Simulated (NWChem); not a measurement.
Species: CrO₂Cl cation; SMILES [O]=[Cr+](=[O])[Cl]

```xyz
4

Cr     0.3142    -0.4205     0.0000
O     -0.3380    -1.0553     1.2445
O     -0.3380    -1.0553    -1.2445
Cl    -0.0874     1.6211     0.0000
```
Atoms are numbered in this order, from 1.

Results from NWChem. Pople sets run with spherical d functions. Geometry: optimised at PBE-D3(BJ)/def2-SVP. This spin state was assumed; another may lie lower. Vzz is the largest principal value of the second derivative of the potential at the nucleus (NWChem prints the opposite sign); η is the asymmetry. Non-relativistic.

| level | Vzz Cr1 (a.u.) | η Cr1 | Vzz O3 (a.u.) | η O3 | Vzz Cl4 (a.u.) | η Cl4 |
|---|---|---|---|---|---|---|
| B3LYP/6-31G* | 1.376 | 0.59 | -0.986 | 0.81 | -1.866 | 0.79 |
| B3LYP/def2-SVP | 1.462 | 0.69 | -1.016 | 0.84 | -1.894 | 0.76 |
| PBE/def2-TZVP | 1.505 | 0.54 | -0.893 | 0.90 | -1.886 | 0.70 |
| PBE/6-31G* | 1.387 | 0.57 | -0.859 | 0.77 | -1.745 | 0.73 |
